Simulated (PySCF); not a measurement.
C2H8OS2Si, singlet, geometry from GFN2-xTB; SA2-CASSCF(6,5)/STO-3G (PySCF).

Input for PySCF:
```python
from pyscf import gto, scf, mcscf
import numpy

mol = gto.M(
    atom='''
C     2.25110933   -1.31852991   -0.26461574
O     1.41484791   -0.22047710   -0.51036526
Si   -0.16609210   -0.07638510   -0.20663171
C    -1.30321306   -1.28884079   -1.11748414
S    -0.45167210    1.96877394   -0.79550012
S    -0.55171370   -0.38893826    1.90955671
H     2.06769258   -2.10461340   -0.99895297
H     3.28071228   -0.97333890   -0.34984767
H     2.08022106   -1.71973069    0.73657761
H    -2.35053500   -1.07709566   -0.92495178
H    -1.11429467   -2.31085425   -0.80046362
H    -1.14434074   -1.23326677   -2.19098061
H    -1.70070635    2.04585456   -0.36060362
H     0.25455187    0.57310671    2.33268249
''',
    basis='sto-3g',
    verbose=4,
)

mf = scf.RHF(mol)
mf.kernel()
mc = mcscf.CASSCF(mf, 5, 6)
mc.fix_spin_(ss=0.0)
mc = mc.state_average_([0.5, 0.5])
mc.kernel()
```

Q: Predict the main parts of the log of this PySCF run.

A: 
```
PySCF version 2.14.0

[INPUT] verbose = 4
[INPUT] num. atoms = 14
[INPUT] num. electrons = 74
[INPUT] charge = 0
[INPUT] spin (= nelec alpha-beta = 2S) = 0
[INPUT] symmetry False subgroup None
[INPUT] Mole.unit = angstrom
[INPUT] Symbol           X                Y                Z      unit          X                Y                Z       unit  Magmom
[...]
nuclear repulsion = 464.178989819342
number of shells = 32
number of NR pGTOs = 150
number of NR cGTOs = 50
basis = sto-3g
ecp = {}

******** <class 'pyscf.scf.hf.RHF'> ********
method = RHF
initial guess = minao
damping factor = 0
level_shift factor = 0
DIIS = <class 'pyscf.scf.diis.CDIIS'>
diis_start_cycle = 1
diis_space = 8
diis_damp = 0
SCF conv_tol = 1e-09
SCF conv_tol_grad = None
SCF max_cycles = 50
direct_scf = True
direct_scf_tol = 1e-13
Set gradient conv threshold to 3.16228e-05
Initial guess from minao.
init E= -1225.44578278176
[...]
cycle= 1 E= -1225.21559573911  delta_E= 0.23  |g|= 0.552  |ddm|= 4.43
[...]
cycle= 2 E= -1225.33829638457  delta_E= -0.123  |g|= 0.154  |ddm|= 1.09
[...]
cycle= 3 E= -1225.34621506624  delta_E= -0.00792  |g|= 0.0305  |ddm|= 0.249
[...]
cycle= 4 E= -1225.34673574933  delta_E= -0.000521  |g|= 0.00677  |ddm|= 0.0677
[...]
cycle= 5 E= -1225.34676702405  delta_E= -3.13e-05  |g|= 0.0015  |ddm|= 0.0194
[...]
cycle= 6 E= -1225.34676850261  delta_E= -1.48e-06  |g|= 0.000301  |ddm|= 0.0041
[...]
cycle= 7 E= -1225.34676856838  delta_E= -6.58e-08  |g|= 5.96e-05  |ddm|= 0.000933
[...]
cycle= 8 E= -1225.3467685709  delta_E= -2.52e-09  |g|= 1.97e-05  |ddm|= 0.000169
[...]
cycle= 9 E= -1225.34676857125  delta_E= -3.48e-10  |g|= 4.06e-06  |ddm|= 7.3e-05
[...]
Extra cycle  E= -1225.34676857126  delta_E= -1.48e-11  |g|= 1.75e-06  |ddm|= 1.02e-05
converged SCF energy = -1225.34676857126

******** <class 'pyscf.mcscf.addons.StateAverageCASSCF'> ********
CAS (3e+3e, 5o), ncore = 34, nvir = 11
max_cycle_macro = 50
max_cycle_micro = 4
conv_tol = 1e-07
conv_tol_grad = None
orbital rotation max_stepsize = 0.02
orbital rotation threshold for CI restart = 0.01
augmented hessian ah_max_cycle = 30
augmented hessian ah_conv_tol = 1e-12
augmented hessian ah_linear dependence = 1e-14
augmented hessian ah_level shift = 1e-08
augmented hessian ah_start_tol = 2.5
augmented hessian ah_start_cycle = 3
augmented hessian ah_grad_trust_region = 3
kf_trust_region = 3
kf_interval = 4
ci_response_space = 4
ci_grad_trust_region = 3
with_dep4 0
natorb = False
canonicalization = True
[...]
CASCI E = -1225.19648110087  S^2 = 0.0000000
[...]
               |grad[o]|=0.00584  |ddm|=0.00236  |maxRot[o]|=8.11e-05
macro iter  40 ( 11 JK    2 micro), CASSCF E = -1225.22159123617  dE = -3.26665486e-08  S^2 = 0.0000000
               |grad[o]|=0.00585  |ddm|=0.00237  |maxRot[o]|=8.04e-05
macro iter  41 ( 21 JK    4 micro), CASSCF E = -1225.22267399245  dE = -1.08275628e-03  S^2 = 0.0000000
               |grad[o]|=0.00585  |ddm|=0.0025  |maxRot[o]|=0.0479
macro iter  42 ( 12 JK    3 micro), CASSCF E = -1225.22287477161  dE = -2.00779160e-04  S^2 = 0.0000000
               |grad[o]|=0.00465  |ddm|=0.00126  |maxRot[o]|=0.00919
macro iter  43 ( 21 JK    4 micro), CASSCF E = -1225.22288337457  dE = -8.60295859e-06  S^2 = 0.0000000
               |grad[o]|=0.00439  |ddm|=0.00443  |maxRot[o]|=0.00434
macro iter  44 ( 21 JK    4 micro), CASSCF E = -1225.22288453614  dE = -1.16157003e-06  S^2 = 0.0000000
               |grad[o]|=0.00433  |ddm|=0.0062  |maxRot[o]|=0.00323
macro iter  45 ( 21 JK    4 micro), CASSCF E = -1225.22288065392  dE =  3.88222406e-06  S^2 = 0.0000000
               |grad[o]|=0.00435  |ddm|=0.00704  |maxRot[o]|=0.00237
macro iter  46 ( 21 JK    4 micro), CASSCF E = -1225.22358979083  dE = -7.09136912e-04  S^2 = 0.0000000
               |grad[o]|=0.00438  |ddm|=0.00197  |maxRot[o]|=0.0444
macro iter  47 ( 20 JK    4 micro), CASSCF E = -1225.22372353510  dE = -1.33744272e-04  S^2 = 0.0000000
               |grad[o]|=0.00306  |ddm|=0.00418  |maxRot[o]|=0.0105
macro iter  48 ( 21 JK    4 micro), CASSCF E = -1225.22371502882  dE =  8.50627612e-06  S^2 = 0.0000000
               |grad[o]|=0.00277  |ddm|=0.00428  |maxRot[o]|=0.00497
macro iter  49 ( 21 JK    4 micro), CASSCF E = -1225.22410652892  dE = -3.91500099e-04  S^2 = 0.0000000
               |grad[o]|=0.0028  |ddm|=0.00182  |maxRot[o]|=0.0442
macro iter  50 ( 16 JK    4 micro), CASSCF E = -1225.22413406496  dE = -2.75360364e-05  S^2 = 0.0000000
               |grad[o]|=0.00135  |ddm|=0.0022  |maxRot[o]|=0.0068
1-step CASSCF not converged,  50 macro (963 JK 187 micro) steps
CASSCF canonicalization
Density matrix diagonal elements [1.96018741 1.67437688 1.80627773 0.44304567 0.11611232]
CASSCF energy = -1225.22413406496
CASCI E = -1225.22413406496  E(CI) = -6.69834881652923  S^2 = 0.0000000
CASCI state-averaged energy = -1225.22413406496
CASCI energy for each state
  State 0 weight 0.5  E = -1225.37134865828 S^2 = 0.0000000
  State 1 weight 0.5  E = -1225.07691947164 S^2 = 0.0000000
```

Convergence was not reached.
